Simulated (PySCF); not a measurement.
## Electron correlation in Br (bromine, neutral)

[Ar] 3d10 4s1 4p6, 2S determinant (an excited configuration). Calculation: PySCF 2.14, in x2c-TZVPPall with one added diffuse shell each of s, p, d type (7s6p5d1f, 57 functions); scalar relativity by spin-free X2C-1e. Frozen: [Ne]; 25 electrons correlated.

```json
{"level": "CCSD", "correlation energy (mhartree)": "-450.75"}
{"level": "(T)", "correlation energy (mhartree)": "-59.13"}
{"level": "CCSD(T)", "correlation energy (mhartree)": "-509.88"}
```

Diagnostics: T1 = 0.014, D1 = 0.0484, largest double amplitude 0.254.

A double-excitation amplitude exceeds 0.15, a sign of near-degeneracy.

Cost of the coupled-cluster step: of the order of 11 core-seconds, for 25 correlated electrons.

This basis was not built for core-valence correlation, so the inner-shell part is incomplete.
